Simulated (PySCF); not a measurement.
C₃H₆BN₃, SMILES CNB1N=CC=N1. Geometry optimised at PBE-D3(BJ)/def2-SVP. This is a generated structure with no PubChem entry under its InChIKey; it may be hypothetical. Other conformers were not sampled.

All values below come from PBE-D3(BJ)/def2-SVP in PySCF.

Harmonic wavenumbers (cm⁻¹): 109, 176, 198, 237, 432, 485, 595, 634, 719, 788, 829, 852, 863, 961, 1011, 1074, 1100, 1140, 1259, 1285, 1304, 1387, 1413, 1419, 1546, 1579, 1621, 2953, 3006, 3021, 3022, 3094, 3507. Rotational constants (GHz): 6.907, 1.981, 1.555; symmetry number 1.

Q: Work out the zero-point energy and the ideal-gas rigid-rotor harmonic-oscillator thermochemistry at 298.15 K and 1 atm.

A: ZPE = ½ Σ hcν = ½ × 43618 cm⁻¹ = 260.89 kJ/mol. H − E(el) = 280.82 kJ/mol. Entropy in J/(mol K): translation 165.53, rotation 113.45, vibration 56.96, total 335.94. G − E(el) = 180.66 kJ/mol. Cp = 108.11 J/(mol K). Modes under 150 cm⁻¹ make the vibrational entropy uncertain.
